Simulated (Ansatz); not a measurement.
All values below come from frozen-core CCSD(T)/def2-TZVPP // BP86-D3(BJ)/def2-SVP run with Ansatz (a program for electronic structure).

Ansatz 0.2 input:
```yaml
crystal:
  periodic: [false, false, false]
  atoms:
    - { symbol: Ti, position_ang: [-0.024206, 0.096027, 0.004743] }
    - { symbol: Cl, position_ang: [2.114195, -0.305663, -0.262457] }
    - { symbol: Cl, position_ang: [-0.570619, 1.912784, -1.093269] }
    - { symbol: Cl, position_ang: [-1.191093, -1.598486, -0.751349] }
    - { symbol: O, position_ang: [-0.363838, 0.318822, 1.692904] }
    - { symbol: H, position_ang: [-0.558423, 0.44064, 2.637522] }
basis:
  gaussian: { orbitals: def2-TZVPP }
correlation:
  method: ccsd_t
```

Output:

```
Functional definition: HF
1482 factors; integrals over basis functions are off by at most 8.5e-4 eV
mean field evaluation 1: about -62652.1398 eV, gradient 5.7e1 eV
mean field evaluation 2: about -62652.3340 eV, gradient 5.7e1 eV
mean field evaluation 4: about -62658.8668 eV, gradient 6.4e0 eV
mean field evaluation 8: about -62658.9829 eV, gradient 9.7e-1 eV
mean field evaluation 16: about -62658.9880 eV, gradient 1.6e-6 eV
mean field -62658.98795134 eV, -2302.6753354243 hartree, gradient 1.6e-6 eV, S^2 0.000000; 0 other end points of the search recorded, 0 dependent functions left out
21 core orbitals not correlated
reference -62658.98795134 eV, -2302.6753354243 hartree; 20, 20 occupied and 194, 194 virtual orbitals, 1482 factors
second order -33.92123934 eV of doubles, -0.00000000 eV of singles
cycle   1  -32.99170798 eV  change    9.3e-1 eV  update   2.9e-1
cycle   2  -34.36623578 eV  change    -1.4e0 eV  update   2.3e-1
cycle   3  -34.69312630 eV  change   -3.3e-1 eV  update   6.1e-2
cycle   4  -34.68652593 eV  change    6.6e-3 eV  update   2.2e-2
cycle   5  -34.66560547 eV  change    2.1e-2 eV  update   8.0e-3
cycle   6  -34.66040121 eV  change    5.2e-3 eV  update   3.2e-3
cycle   7  -34.66165516 eV  change   -1.3e-3 eV  update   1.5e-3
cycle   8  -34.66164710 eV  change    8.1e-6 eV  update   8.3e-4
cycle   9  -34.66184478 eV  change   -2.0e-4 eV  update   2.9e-4
cycle  10  -34.66232812 eV  change   -4.8e-4 eV  update   1.7e-4
cycle  11  -34.66211820 eV  change    2.1e-4 eV  update   5.8e-5
cycle  12  -34.66202515 eV  change    9.3e-5 eV  update   3.9e-5
cycle  13  -34.66207386 eV  change   -4.9e-5 eV  update   1.7e-5
perturbative correction -1.99172548 eV, -0.0731945612 hartree
Total energy: -62695.64175068 eV, -2304.0223377050 hartree
```

Cost: very roughly 7 core-minutes.
